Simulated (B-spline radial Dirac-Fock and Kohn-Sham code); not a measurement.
# Anomalous scattering factors of Sm, 667.3 eV to 2.477 keV

Level of theory: the dispersion relation over Dirac-Hartree-Slater subshell photoionisation cross sections, with the Kissel-Pratt high-energy constant (isolated atom, no bound-bound lines or fine structure); a radial B-spline solver. The forward scattering factor is f₀ + f′ + i f″.

Edges near this range: M1 1723.0 eV, M2 1541.0 eV, M3 1419.8 eV, M4 1110.9 eV, M5 1083.4 eV.

| hν (eV) | λ (Å) | f′ (e) | f″ (e) | tabulated f′ | tabulated f″ |
| --- | --- | --- | --- | --- | --- |
| 667.3 | 18.58 | -30.503 | 9.722 | – | 9.27 |
| 896.9 | 13.82 | -32.973 | 8.073 | – | 7.81 |
| 990.9 | 12.51 | -36.885 | 7.475 | – | 7.32 |
| 1000 | 12.40 | -37.500 | 7.420 | -37.21 | 7.28 |
| 1098 | 11.29 | -57.631 | 20.570 | -53.01 | 26.11 |
| 1167 | 10.62 | ? | ? | ? | ? |
| 1253.6 | 9.890 | -27.926 | 31.584 | -29.85 | 31.68 |
| 1486.9 | 8.338 | -19.823 | 29.143 | -20.09 | 28.27 |
| 1661 | 7.464 | -14.583 | 26.991 | -14.80 | 25.83 |
| 2000 | 6.199 | -8.658 | 22.334 | -8.64 | 21.54 |
| 2232 | 5.555 | -6.725 | 19.308 | -6.80 | 18.74 |
| 2477 | 5.005 | -5.548 | 16.738 | -5.62 | 16.23 |

Question: What are f′ and f″ at 1167 eV?

Answer: f′ = -37.312 and f″ = 35.066 electrons (tables: -37.95 and 35.39). By the optical theorem f″ corresponds to a photoabsorption cross section 2 rₑ λ f″ = 2.10e+06 b.

Tabulated f′: xraylib 4.2 anomalous scattering factors (Cullen et al., EPDL97); f″: Chantler's tables (J. Phys. Chem. Ref. Data 1995 and 2000). Both are theoretical tables.

Values without a named source are computed, but for edge energies of neutral atoms, which are taken from tables.
